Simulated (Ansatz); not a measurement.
## What each rung costs, and what it gives

Saddle point of Si2H8Se, closed shell (Si₂H₆ ([SiH3][SiH3]) + H₂Se → Si₂H₆Se ([SiH3][SiH2][SeH]) + H₂; bonds formed: Si1–Se7, H2–H6; bonds broken: Si1–H2, H6–Se7), PBE0-D4/def2-TZVP structure:

```json
{"atom": "Si1", "x (Å)": "-0.2710", "y (Å)": "-0.3566", "z (Å)": "-0.9058"}
{"atom": "H2", "x (Å)": "0.7404", "y (Å)": "0.5761", "z (Å)": "-1.9499"}
{"atom": "H3", "x (Å)": "0.3871", "y (Å)": "-1.4459", "z (Å)": "-1.7135"}
{"atom": "H4", "x (Å)": "-1.6151", "y (Å)": "-0.1765", "z (Å)": "-1.4960"}
{"atom": "Si5", "x (Å)": "-0.0327", "y (Å)": "-0.9661", "z (Å)": "1.3370"}
{"atom": "H6", "x (Å)": "0.4175", "y (Å)": "1.2541", "z (Å)": "-1.4285"}
{"atom": "Se7", "x (Å)": "-0.4967", "y (Å)": "2.2030", "z (Å)": "-0.0046"}
{"atom": "H8", "x (Å)": "-1.2100", "y (Å)": "-0.4747", "z (Å)": "2.0928"}
{"atom": "H9", "x (Å)": "0.0977", "y (Å)": "-2.4452", "z (Å)": "1.4831"}
{"atom": "H10", "x (Å)": "1.2099", "y (Å)": "-0.3335", "z (Å)": "1.8511"}
{"atom": "H11", "x (Å)": "0.7731", "y (Å)": "2.1652", "z (Å)": "0.7344"}
```

Barriers are electronic and count from the start structure reached by relaxing down the imaginary mode.

Program: Ansatz 0.2.0. Basis: as named in each row. Cores are frozen in the correlated methods. Filled d shells of the heavier atoms are correlated. The def2 sets are not built for correlating such inner shells, so the correlated values are less sure here. B3LYP uses VWN-RPA correlation. Extrapolation: Hartree–Fock as exp(−7.88 √X), correlation as X^−2.97.

Times are rough, for one single point on 4 threads of a shared host (Intel Xeon Platinum 8175M).

The estimate by CCSD(T) at an estimated basis limit (MP2 extrapolated from triple and quadruple zeta, plus CCSD(T) − MP2 in triple zeta) is 2.033 eV.

```csv
method,basis,time (s),barrier (eV),method less estimate
HF,STO-3G,under 1,4.735,2.702
PBE-D4,STO-3G,under 1,3.124,1.091
SPW92,def2-SVP,under 1,1.489,-0.544
PBE-D4,def2-SVP,under 1,1.719,-0.314
B3LYP-D4,6-31G,under 1,2.491,0.458
PBE0-D4,def2-SVP,1,1.932,-0.101
SPW92,def2-TZVPP,1,1.404,-0.629
PBE-D4,def2-TZVPP,2,1.617,-0.416
BLYP-D4,def2-TZVPP,2,1.826,-0.207
B3LYP-D4,def2-TZVPP,2,1.973,-0.060
BHLYP-D4,def2-TZVPP,3,2.198,0.166
r2SCAN-D4,def2-TZVPP,3,1.777,-0.255
PBE0-D4,def2-TZVPP,3,1.813,-0.220
CAM-B3LYP-D4,def2-TZVPP,3,2.140,0.107
RPA on PBE,def2-TZVPP,3,2.171,0.139
CCSD(T),def2-SVP,3,2.438,0.405
wB97M-V,def2-SVP,4,2.172,0.139
r2SCAN0-D4,def2-TZVPP,4,1.903,-0.130
B2PLYP,def2-TZVPP,5,2.068,0.035
PBE-QIDH,def2-TZVPP,5,1.984,-0.049
B97M-V,def2-TZVPP,6,1.994,-0.039
wB97X-V,def2-TZVPP,6,2.150,0.118
wB97M-V,def2-TZVPP,6,2.063,0.031
MP2,def2-QZVPP,20,1.978,-0.054
CCSD(T),def2-TZVPP,65,2.142,0.110
```

All methods are single points on the PBE0-D4 structures.

T1 diagnostic: at most 0.014.

Labels in which every atom is bracketed show which atoms are joined, not bond orders.
